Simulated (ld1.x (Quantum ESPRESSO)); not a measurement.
**aluminium (Al): one change to a TM semilocal potential, before and after**

```
Element                 : Al
Generator               : ld1.x (Quantum ESPRESSO) 7.5
Type                    : norm-conserving Troullier–Martins (semilocal form)
Functional              : Wu–Cohen
Relativity              : scalar-relativistic
Frozen core             : [Ne]
Valence charge          : 3
Reference configuration : 3s1.5 3p1.5
Partial waves           : 3p (bound): rc 2.75 bohr; 3d channel at -0.15 Ry: rc 3.00 bohr; 3s (bound): rc 2.00 bohr
Local potential         : the s channel
Core correction         : Bessel-smoothed model core inside 1.25 bohr
```

All-electron outer shells of the reference configuration (Wu–Cohen, scalar-relativistic, ld1.x):

```
shell  level (eV)  outermost node (bohr)  outermost maximum (bohr)
   2s     -108.87                   0.16                      0.50
   2p      -70.58                      –                      0.43
   3s       -8.14                   0.80                      2.06
   3p       -3.01                   0.82                      2.61
```

Change: core correction none.

Cutoffs: the cutoffs (Ry, on a coarse ladder) from which the occupation-weighted sum of valence levels, in a spherical-Bessel basis at the reference potential, stays within 10 and 1 mRy of its value at 400 Ry; they do not see the model core or the augmentation charge, which bear on the density cutoff. Errors are all-electron minus pseudo energies relative to the spin-unpolarised reference configuration.

Question: Predict the effect on cutoff, ghosts and configuration errors.

Answer: The potential gets neither clearly harder nor softer (10 Ry and 25 Ry → 10 Ry and 25 Ry); of the 7 tests that both files solve, the error grows in 3 and shrinks in 2 by more than 15 % and 0.3 meV (median size 1.1 → 1.0 meV); neither file shows a bound ghost. A semilocal file is local in each channel, so a ghost entry of none says nothing of the separable form that plane-wave codes build from it.

| quantity | base | changed |
| --- | --- | --- |
| cutoff, loose | 10 Ry | 10 Ry |
| cutoff, tight | 25 Ry | 25 Ry |
| bound ghosts | none | none |
| error for 3s2 3p1, meV [ΔE -2.54 eV] | -0.5 | +0.8 |
| error for 3s2 3p0, meV [ΔE 3.20 eV] | -0.7 | -0.9 |
| error for 3s1 3p0, meV [ΔE 22.39 eV] | +10 | +1.9 |
| error for 3s2 3p0.5, meV [ΔE -0.47 eV] | -1.1 | +0.2 |
| error for 3s0 3p3, meV [ΔE 7.87 eV] | -7.1 | +7.3 |
| error for 3s1 3p1, meV [ΔE 9.00 eV] | +1.9 | +3.0 |
| error for 3s2 3p1.3, meV [ΔE -3.11 eV] | -0.1 | +1.0 |
| s: phases at 3.25 bohr within 0.05 rad from the reference energy up to (Ry; the scan ends near 5) | 1.3 | 1.3 |
| p: phases at 3.25 bohr within 0.05 rad from the reference energy up to (Ry; the scan ends near 5) | 1.8 | 1.8 |
| d: phases at 3.25 bohr within 0.05 rad from the reference energy up to (Ry; the scan ends near 5) | 2.1 | 2.1 |
